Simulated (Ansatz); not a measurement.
Calculated with Ansatz (gas phase, PBE0-D4/def2-TZVP geometries, no zero-point term in ΔE). CCSD(T)/CBS adds triple-zeta CCSD(T) − MP2 to the extrapolated MP2 energy (def2 sets, frozen cores). This one scheme is used for every species. Functionals use def2-TZVPP. For Ga outer-core shells are correlated without core-valence functions, which leaves a few kJ/mol of doubt a bond. Scalar relativity is left out up to krypton. One conformer a species, not always the lowest.

Consider the cleavage of the Si–Al bond: `[BH2][AlH][SiH3]` + `[OH][Ga]([Cl])[Cl]` → `[SiH3][O][Ga]([Cl])[Cl]` + `[BH2][AlH2]`.

CCSD(T)/CBS gives -87.4 kJ/mol.

(1) Another level gave -90.6 kJ/mol. Which?
A. revPBE/def2-TZVPP
B. B97M-V/def2-TZVPP
C. r2SCAN0/def2-TZVPP
D. r2SCAN-D4/def2-TZVPP

Largest T1 diagnostic among the species: 0.013.

## Answers

(1) B. B97M-V -90.6, r2SCAN-D4 -77.4, revPBE -52.7, r2SCAN0 -82.0 kJ/mol.

The D4 term adds −4.3 kJ/mol with B3LYP and −2.4 kJ/mol with PBE0; it sums over pairs of atoms, weighted by their polarisabilities, and B3LYP, whose exchange is more repulsive, gets the larger term. From r2SCAN to r2SCAN0 (25 % exact exchange), in def2-TZVPP and without D4, ΔE moves by −5.3 kJ/mol. Leaving LDA and LC-ωPBE aside and taking each functional with its dispersion term where it has one, the values, not all of them listed here, spread over 45.3 kJ/mol, from BHLYP-D4 to PBE-D4. LDA lies −3.5 kJ/mol from PBE without D4.

B3LYP here is the variant with VWN-RPA as its local correlation; programs differ in this.
